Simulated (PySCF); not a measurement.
C5H11O3 (SMILES COCCOCC[O]), doublet, geometry from GFN2-xTB; DF-PBE/cc-pVDZ in PySCF.

Input for PySCF:
```python
from pyscf import gto, scf, dft

mol = gto.Mole()
mol.atom = '''
    C    -3.40177845    0.90672999   -0.37893972
    O    -2.12115153    0.59172966    0.10534485
    C    -1.78222557   -0.76143086   -0.06980004
    C    -0.33836241   -0.96057827    0.37538620
    O     0.52102439   -0.61830595   -0.68747809
    C     1.86416185   -0.60137980   -0.38302005
    C     2.31515922    0.76383615    0.33657603
    O     3.55481704    0.69515998    0.71951132
    H    -4.17595493    0.32714022    0.13946038
    H    -3.47866538    0.71360167   -1.45561399
    H    -3.55256777    1.96670747   -0.18796497
    H    -2.44909425   -1.40112506    0.52971107
    H    -1.87391914   -1.05043051   -1.12668542
    H    -0.16562595   -2.00378920    0.67605209
    H    -0.15060637   -0.30825395    1.24119231
    H     2.41397724   -0.63595951   -1.32511826
    H     2.17052871   -1.42648804    0.27032640
    H     2.06991292    1.60052107   -0.34616327
    H     1.61276782    0.78634306    1.20456465
'''
mol.basis = 'cc-pvdz'
mol.spin = 1
mol.verbose = 4
mol.build()

mf = dft.UKS(mol)
mf.xc = 'pbe'
mf = mf.density_fit(auxbasis='def2-universal-jkfit')
mf.kernel()
```

The log (banner, timings and long lists left out):

```
PySCF version 2.14.0

[INPUT] verbose = 4
[INPUT] num. atoms = 19
[INPUT] num. electrons = 65
[INPUT] charge = 0
[INPUT] spin (= nelec alpha-beta = 2S) = 1
[INPUT] symmetry False subgroup None
[INPUT] Mole.unit = angstrom
[INPUT] Symbol           X                Y                Z      unit          X                Y                Z       unit  Magmom
[...]
nuclear repulsion = 389.40628030293
number of shells = 73
number of NR pGTOs = 285
number of NR cGTOs = 167
basis = cc-pvdz
ecp = {}

******** <class 'pyscf.df.df_jk.DFUKS'> ********
method = DFUKS
initial guess = minao
damping factor = 0
level_shift factor = 0
DIIS = <class 'pyscf.scf.diis.CDIIS'>
diis_start_cycle = 1
diis_space = 8
diis_damp = 0
SCF conv_tol = 1e-09
SCF conv_tol_grad = None
SCF max_cycles = 50
direct_scf = False
number electrons alpha = 33  beta = 32
XC library pyscf.dft.libxc version 7.1.2
    S. Lehtola, C. Steigemann, M. J. T. Oliveira, and M. A. L. Marques,  SoftwareX 7, 1–5 (2018)
XC functionals = pbe
    J. P. Perdew, K. Burke, and M. Ernzerhof,  Phys. Rev. Lett. 77, 3865 (1996)
    J. P. Perdew, K. Burke, and M. Ernzerhof,  Phys. Rev. Lett. 78, 1396 (1997)
    J. P. Perdew, K. Burke, and M. Ernzerhof,  Phys. Rev. Lett. 77, 3865 (1996)
    J. P. Perdew, K. Burke, and M. Ernzerhof,  Phys. Rev. Lett. 78, 1396 (1997)
radial grids:
    Treutler-Ahlrichs [JCP 102, 346 (1995); DOI:10.1063/1.469408] (M4) radial grids

becke partition: Becke, JCP 88, 2547 (1988); DOI:10.1063/1.454033
pruning grids: <function nwchem_prune>
grids dens level: 3
symmetrized grids: False
atomic radii adjust function: <function treutler_atomic_radii_adjust>
small_rho_cutoff = 0
Set gradient conv threshold to 3.16228e-05
tot grids = 220728
init E= -422.924480302317

cycle= 1 E= -421.961746611157  delta_E= 0.963  |g|= 0.754  |ddm|= 2.86
cycle= 2 E= -418.176806610712  delta_E= 3.78  |g|= 2.26  |ddm|= 8.52

cycle= 3 E= -421.56958788842  delta_E= -3.39  |g|= 0.937  |ddm|= 8.43
cycle= 4 E= -422.180955483809  delta_E= -0.611  |g|= 0.287  |ddm|= 1.29
cycle= 5 E= -422.189411577005  delta_E= -0.00846  |g|= 0.236  |ddm|= 0.513
cycle= 6 E= -422.212967283659  delta_E= -0.0236  |g|= 0.0844  |ddm|= 0.305
cycle= 7 E= -422.215394091726  delta_E= -0.00243  |g|= 0.0509  |ddm|= 0.0834
cycle= 8 E= -422.216399495851  delta_E= -0.00101  |g|= 0.0224  |ddm|= 0.068
cycle= 9 E= -422.216606822668  delta_E= -0.000207  |g|= 0.00826  |ddm|= 0.025
cycle= 10 E= -422.216634721057  delta_E= -2.79e-05  |g|= 0.0039  |ddm|= 0.00958
cycle= 11 E= -422.21664022991  delta_E= -5.51e-06  |g|= 0.00213  |ddm|= 0.00643
cycle= 12 E= -422.21664289409  delta_E= -2.66e-06  |g|= 0.000525  |ddm|= 0.00425
cycle= 13 E= -422.216643149911  delta_E= -2.56e-07  |g|= 0.000407  |ddm|= 0.0028
cycle= 14 E= -422.216643285924  delta_E= -1.36e-07  |g|= 0.00022  |ddm|= 0.00193
cycle= 15 E= -422.216643326054  delta_E= -4.01e-08  |g|= 5.5e-05  |ddm|= 0.00101
cycle= 16 E= -422.21664332923  delta_E= -3.18e-09  |g|= 4.71e-05  |ddm|= 0.00045
cycle= 17 E= -422.216643330432  delta_E= -1.2e-09  |g|= 1.3e-05  |ddm|= 0.000133
cycle= 18 E= -422.216643330474  delta_E= -4.24e-11  |g|= 9.3e-06  |ddm|= 2.16e-05
Extra cycle  E= -422.216643330358  delta_E= 1.16e-10  |g|= 1.94e-05  |ddm|= 2.54e-05
converged SCF energy = -422.216643330358  <S^2> = 0.75220449  2S+1 = 2.0022033
```
